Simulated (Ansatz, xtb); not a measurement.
**Two isomers of C3H10GeOSi**

We compare I, `C[SiH](C=O)[CH2][GeH3]`, a singlet, with II, `C[SiH]([GeH3])CC=O`, a singlet. Both are isolated molecules in the gas phase, relaxed with r2SCAN-D4/def2-SVP, each in the lowest conformer that the search found.

Question: Estimate which is lower in electronic energy at CCSD(T)/def2-SVP + ΔMP2/def2-TZVPP, and by roughly how much.

Answer: The CCSD(T)/def2-SVP + ΔMP2/def2-TZVPP calculation puts structure II lower, by 7.4 kcal/mol.

Level by level:

```
                             level            geometry  E(II) − E(I) (kcal/mol)  departure from the last row (kcal/mol)  job, with rough time for the two
                          GFN2-xTB            GFN2-xTB                     −18.9                                   −11.4              optimisation, 0.56 s
                         HF/STO-3G            GFN2-xTB                      −4.5                                    +3.0               single point, 1.5 s
      r2SCAN-D4/def2-SVP//GFN2-xTB            GFN2-xTB                     −11.4                                    −4.0               single point, 8.4 s
                r2SCAN-D4/def2-SVP  r2SCAN-D4/def2-SVP                     −11.0                                    −3.5             optimisation, 3.1 min
                       HF/def2-SVP  r2SCAN-D4/def2-SVP                      −8.1                                    −0.7           part of the CCSD(T) run
                      MP2/def2-SVP  r2SCAN-D4/def2-SVP                      −8.5                                    −1.1           part of the CCSD(T) run
                  CCSD(T)/def2-SVP  r2SCAN-D4/def2-SVP                      −8.6                                    −1.1                      single point
CCSD(T)/def2-SVP + ΔMP2/def2-TZVPP  r2SCAN-D4/def2-SVP                      −7.4                                                     single point, 3.6 min
```

As drawn, II has 1 Ge–Si, 1 C–C in place of 1 C–Si, 1 C–Ge.

The levels shown agree on the order. The largest departure from CCSD(T)/def2-SVP + ΔMP2/def2-TZVPP is that of GFN2-xTB, 11.4 kcal/mol. The last row adds to CCSD(T) the change of the MP2 difference between the two basis sets, here +1.1 kcal/mol.

With thermal terms from frequencies at re-optimised GFN2-xTB minima (ideal gas, soft modes damped towards free rotors, one conformer each, 298.15 K, 1 atm): the zero-point term adds +0.3 kcal/mol; ΔH is −6.8 and ΔG −7.9 kcal/mol.

The correlated steps freeze 18 core orbitals; the filled d shell of Ge is correlated, in a basis made for valence electrons. Codes used: Ansatz 0.2.0, xtb 6.7.1; the last row on 2 threads of Arm Neoverse V2 on a shared host.
